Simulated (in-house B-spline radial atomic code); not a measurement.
Results of a calculation; reference values are marked as such.
C6 from the polarisability at imaginary frequency: the silver ion Ag⁺

HSE06 linear response of the closed shell [Kr] 4d10, from a B-spline radial code for spherical atoms; scalar-relativistic (spin-free one-electron X2C), finite nucleus, no spin-orbit coupling; shells from n = 2 respond.

The dispersion coefficient of two like species is C6 = (3/π) ∫ α(iu)² du from 0 to ∞.

```json
{"u (hartree)": "0", "α(iu) (bohr³)": "10.09"}
{"u (hartree)": "0.0849", "α(iu) (bohr³)": "9.862"}
{"u (hartree)": "0.198", "α(iu) (bohr³)": "9.043"}
{"u (hartree)": "0.339", "α(iu) (bohr³)": "7.778"}
{"u (hartree)": "0.566", "α(iu) (bohr³)": "6.068"}
{"u (hartree)": "0.849", "α(iu) (bohr³)": "4.613"}
{"u (hartree)": "1.27", "α(iu) (bohr³)": "3.258"}
{"u (hartree)": "1.98", "α(iu) (bohr³)": "2.015"}
{"u (hartree)": "2.83", "α(iu) (bohr³)": "1.268"}
{"u (hartree)": "4.24", "α(iu) (bohr³)": "0.7"}
{"u (hartree)": "7.07", "α(iu) (bohr³)": "0.3091"}
{"u (hartree)": "14.1", "α(iu) (bohr³)": "0.1007"}
```

(1) Fit one oscillator, α(iu) = α(0)/(1 + u²/ω²), through u = 0.339 and estimate C6.

(2) How does that compare with the full integral?

## Answers

(1) From α(0)/α(iu) − 1 = 10.09/7.778 − 1 = 0.2972, ω = u/√0.2972 = 0.6218 hartree (16.9 eV). London's formula gives C6 = (3/4) α(0)² ω = 0.75 × 10.09² × 0.6218 = 47.48 hartree·bohr⁶, and the oscillator holds f = α(0) ω² = 3.90 electrons, of a sum of oscillator strengths of 44.5.

(2) The program's quadrature over all excitations gives C6 = 60.2, so the single oscillator is off by -21.1 %. At the last point the fit gives α = 0.0196 against 0.101: higher excitations, and deeper shells where there are any, keep the true curve higher at large u.
